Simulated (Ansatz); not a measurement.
These are frozen-core CCSD(T)/cc-pVDZ // PBE0-D3(BJ)/def2-SVP (Ansatz, an electronic-structure program) values and carry that method's errors. The restricted HF reference is unstable towards unrestricted orbitals.

Ansatz 0.2 input:
```yaml
crystal:
  periodic: [false, false, false]
  atoms:
    - { symbol: F, position_ang: [-4.044407, 0.616963, 0.439843] }
    - { symbol: C, position_ang: [-2.747196, 0.335754, 0.597194] }
    - { symbol: F, position_ang: [-2.610877, -0.172966, 1.836245] }
    - { symbol: F, position_ang: [-2.083576, 1.493718, 0.579119] }
    - { symbol: C, position_ang: [-2.301934, -0.617695, -0.466378] }
    - { symbol: C, position_ang: [-1.050438, -0.868491, -0.879785] }
    - { symbol: C, position_ang: [0.241168, -0.359824, -0.405194] }
    - { symbol: C, position_ang: [1.299849, -0.291778, -1.325733] }
    - { symbol: C, position_ang: [2.550682, 0.183186, -0.946108] }
    - { symbol: C, position_ang: [2.773689, 0.576771, 0.372487] }
    - { symbol: C, position_ang: [1.739985, 0.485974, 1.3044] }
    - { symbol: C, position_ang: [0.485216, 0.022325, 0.923772] }
    - { symbol: H, position_ang: [-3.134607, -1.129759, -0.953797] }
    - { symbol: H, position_ang: [-0.97242, -1.556583, -1.729305] }
    - { symbol: H, position_ang: [1.129639, -0.608323, -2.358328] }
    - { symbol: H, position_ang: [3.35725, 0.239656, -1.680645] }
    - { symbol: H, position_ang: [3.75664, 0.943432, 0.677414] }
    - { symbol: H, position_ang: [1.914225, 0.773996, 2.343682] }
    - { symbol: H, position_ang: [-0.302886, -0.066359, 1.671116] }
basis:
  gaussian: { orbitals: cc-pVDZ }
correlation:
  method: ccsd_t
```

Output:

```
Functional definition: HF
1873 factors; integrals over basis functions are off by at most 8.7e-4 eV
mean field evaluation 1: about -17496.3084 eV, gradient 5.2e1 eV
mean field evaluation 2: about -17496.8653 eV, gradient 5.2e1 eV
mean field evaluation 4: about -17503.4061 eV, gradient 5.9e0 eV
mean field evaluation 8: about -17503.5169 eV, gradient 1.2e-1 eV
mean field evaluation 16: about -17501.6816 eV, gradient 2.6e1 eV
mean field -17503.51698915 eV, -643.2423850412 hartree, gradient 1.4e-6 eV, S^2 0.000000; 0 other end points of the search recorded, 0 dependent functions left out; unrestricted orbitals would lower it
12 core orbitals not correlated
reference -17503.51698915 eV, -643.2423850412 hartree; 32, 32 occupied and 159, 159 virtual orbitals, 1873 factors
second order -46.87933092 eV of doubles, -0.00000000 eV of singles
cycle   1  -46.95930766 eV  change   -8.0e-2 eV  update   1.6e-1
cycle   2  -48.14322561 eV  change    -1.2e0 eV  update   4.9e-2
cycle   3  -48.43031157 eV  change   -2.9e-1 eV  update   2.3e-2
cycle   4  -48.42591534 eV  change    4.4e-3 eV  update   6.7e-3
cycle   5  -48.42534016 eV  change    5.8e-4 eV  update   3.1e-3
cycle   6  -48.42712135 eV  change   -1.8e-3 eV  update   1.0e-3
cycle   7  -48.42674250 eV  change    3.8e-4 eV  update   3.8e-4
cycle   8  -48.42661281 eV  change    1.3e-4 eV  update   1.6e-4
cycle   9  -48.42664852 eV  change   -3.6e-5 eV  update   5.9e-5
perturbative correction -1.73969342 eV, -0.0639325541 hartree
Total energy: -17553.68333109 eV, -645.0859641037 hartree
```

Cost: around 22 core-minutes (rough).
